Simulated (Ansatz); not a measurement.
```yaml
crystal:
  periodic: [false, false, false]
  atoms:
    - {symbol: S, position_ang: [-1.599958, 0.514241, 1.292747]}
    - {symbol: Ge, position_ang: [0.012488, 0.015636, -0.109782]}
    - {symbol: S, position_ang: [1.529874, -1.105251, 1.011258]}
    - {symbol: Cl, position_ang: [-0.647670, -1.168993, -1.769683]}
    - {symbol: Cl, position_ang: [0.768100, 1.823629, -0.978482]}
    - {symbol: H, position_ang: [-1.950179, 1.609120, 0.595921]}
    - {symbol: H, position_ang: [1.948445, -1.756481, -0.087681]}
basis:
  gaussian: {orbitals: aug-pcseg-2}
magnetization: {spin_polarized: true, initial_magnetization: 0}
hamiltonian: {xc: {name: PBEsol}}
accuracy: high
```

```sh
$ ansatz run in.yaml --threads 4 --pin off --events-out ev --progress --plain --max-ram 10444MiB
```

Shortened log:

```
Functional definition: PBEsol
4663 factors; integrals over basis functions are off by at most 4.2e-9 eV
mean field evaluation 1: about -103132.3321 eV, gradient 2.4e1 eV
mean field evaluation 2: about -103131.7879 eV, gradient 2.8e1 eV
mean field evaluation 4: about -103134.5579 eV, gradient 2.1e0 eV
mean field evaluation 8: about -103134.5841 eV, gradient 9.9e-2 eV
mean field evaluation 16: about -103134.5842 eV, gradient 8.9e-6 eV
mean field -103134.58419683 eV, -3790.1260621015 hartree, gradient 6.5e-8 eV, S^2 0.000000; 0 other end points of the search recorded, 0 dependent functions left out
reference -103134.58420419 eV, -3790.1260623721 hartree; 50, 50 occupied and 255, 255 virtual orbitals, 4663 factors
Total energy: -103134.58420419 eV, -3790.1260623721 hartree
```

Hardware: 4 threads of an Arm Neoverse V1 on a shared host. Wall time 36 s, peak host memory 2.8 GiB.
